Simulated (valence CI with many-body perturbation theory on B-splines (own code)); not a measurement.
Energy levels of As28+

Computed by valence CI with perturbative core correlation (CI+MBPT): three valence electrons over a frozen Dirac-Fock core [He], radial functions for each j: 11 s, 11 p, 10 d, 8 f, 5 g, 2 h, with the one-electron correlation potential Σ1 (screened to all orders), the two-electron term Σ2, the three-electron term Σ3, Breit, model QED; selected single and double excitations, second order for the rest, scaled by the run's own slope (own B-spline code, finite nucleus).

No measured spectrum was set against this ion. As an estimate, large intervals hold to a few tenths of a per cent, small ones and those within an open d or f shell to about a per cent.

Levels 181 to 209 of 209, with energies above the lowest level, 2s2.2p 2P°_1/2. "Leading %" is the weight of the configuration and term that name the level; weights of strongly mixed levels are sums over their largest components and can fall short. Lifetimes count E1, E2, E3, M1 and M2 decay at the calculated energies, and are blank where another channel may lead or the interval is too uncertain; long ones can be off by a factor of two.

| No. | Configuration | Term | J | E (× 10³ cm⁻¹) | Leading % | Second component | Lifetime |
| --- | --- | --- | --- | --- | --- | --- | --- |
| 181 | 2s.2p.4f | 4G | 11/2 | 19941 | 100 |  | 98.6 fs |
| 182 | 2s.2p.4f | 2G | 9/2 | 19944 | 84 | 10 % 2s.2p.4f 4F | 103 fs |
| 183 | 2s.2p.4f | 4D | 1/2 | 19945 | 100 |  | 97.9 fs |
| 184 | 2s.2p.4f | 4D | 5/2 | 19947 | 34 | 33 % 2s.2p.4f 2F | 99.5 fs |
| 185 | 2s.2p.4f | 2D | 3/2 | 19955 | 76 | 20 % 2s.2p.4f 4D | 101 fs |
| 186 | 2s.2p.4s | 2P° | 1/2 | 20004 | 95 |  | 235 fs |
| 187 | 2s.2p.4s | 2P° | 3/2 | 20007 | 92 | 6 % 2s.2p.4s 4P° | 258 fs |
| 188 | 2s.2p.4p | 2P | 1/2 | 20104 | 73 | 19 % 2s.2p.4p 2S | 137 fs |
| 189 | 2s.2p.4p | 2D | 3/2 | 20104 | 77 | 18 % 2s.2p.4p 2P | 178 fs |
| 190 | 2s.2p.4p | 2D | 5/2 | 20135 | 92 | 4 % 2s.2p.4p 4D | 155 fs |
| 191 | 2s.2p.4p | 2S | 1/2 | 20145 | 53 | 15 % 2p2.4s 4P | 240 fs |
| 192 | 2s.2p.4p | 2P | 3/2 | 20145 | 75 | 20 % 2s.2p.4p 2D | 175 fs |
| 193 | 2p2.4s | 4P | 1/2 | 20176 | 46 | 19 % 2s.2p.4p 2S | 261 fs |
| 194 | 2s.2p.4d | 2D° | 3/2 | 20219 | 91 | 4 % 2s.2p.4d 2P° | 38.3 fs |
| 195 | 2s.2p.4d | 2F° | 5/2 | 20220 | 84 | 11 % 2s.2p.4d 2D° | 48.4 fs |
| 196 | 2s.2p.4d | 2F° | 7/2 | 20224 | 93 |  | 81.3 fs |
| 197 | 2s.2p.4d | 2P° | 1/2 | 20232 | 78 | 6 % 2p2.4p 4D° | 46.0 fs |
| 198 | 2s.2p.4d | 2D° | 5/2 | 20234 | 83 | 13 % 2s.2p.4d 2F° | 36.2 fs |
| 199 | 2s.2p.4d | 2P° | 3/2 | 20245 | 90 |  | 47.1 fs |
| 200 | 2p2.4p | 4D° | 1/2 | 20251 | 43 | 24 % 2p2.4p 2P° | 112 fs |
| 201 | 2s.2p.4f | 2F | 5/2 | 20267 | 92 |  | 98.0 fs |
| 202 | 2s.2p.4f | 2F | 7/2 | 20272 | 89 |  | 98.7 fs |
| 203 | 2s.2p.4f | 2G | 7/2 | 20277 | 92 |  | 100 fs |
| 204 | 2s.2p.4f | 2G | 9/2 | 20282 | 93 |  | 100 fs |
| 205 | 2s.2p.4f | 2D | 3/2 | 20285 | 93 | 5 % 2s.2p.4f 4F | 98.2 fs |
| 206 | 2s.2p.4f | 2D | 5/2 | 20290 | 93 |  | 98.7 fs |
| 207 | 2p2.4p | 4D° | 3/2 | 20303 | 28 | 25 % 2p2.4p 4P° | 103 fs |
| 208 | 2p2.4d | 4F | 3/2 | 20365 | 44 | 14 % 2p2.4d 4D | 120 fs |
| 209 | 2p2.4d | 4D | 5/2 | 20390 | 24 | 22 % 2p2.4d 4F | 53.3 fs |

Names give the largest LS component (configuration and term), which can be under half, so a name can repeat, a term be missing and a line seem to break the LS rules; names also repeat where a configuration has a term twice.
